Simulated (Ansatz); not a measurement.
Consider the formal exchange of groups at a C–Si bond: `C=CC[Si](F)(F)F` + `CCCCCCCCC` → `C=CCCCCCCCCCC` + `F[SiH](F)F`.

Isolated molecules relaxed with PBE0-D4/def2-TZVP in Ansatz; ΔE leaves out vibrations. CCSD(T)/CBS adds triple-zeta CCSD(T) − MP2 to the extrapolated MP2 energy (def2 sets, frozen cores). DFT in def2-TZVPP. One conformer a species, not always the lowest.

```csv
species,PBE0-D4 energy (Eh)
`C=CC[Si](F)(F)F`,-706.19905
`CCCCCCCCC`,-354.71951
`C=CCCCCCCCCCC`,-471.32796
`F[SiH](F)F`,-589.56944
```

**Question.** Work out ΔE.

**Answer.** ΔE = (-471.32796) + (-589.56944) − (-706.19905) − (-354.71951) = 0.02116 Eh = +13.3 kcal/mol. CCSD(T)/CBS gives +11.7 kcal/mol.

Largest T1 diagnostic among the species: 0.012.

In def2-TZVPP, CCSD(T) changes the Hartree–Fock value by −3.1 kcal/mol (the triples alone add −0.5 kcal/mol) and MP2 by −3.7 kcal/mol. At CCSD(T), def2-SVP lies −1.8 kcal/mol from the extrapolated value and def2-TZVPP −0.2 kcal/mol.
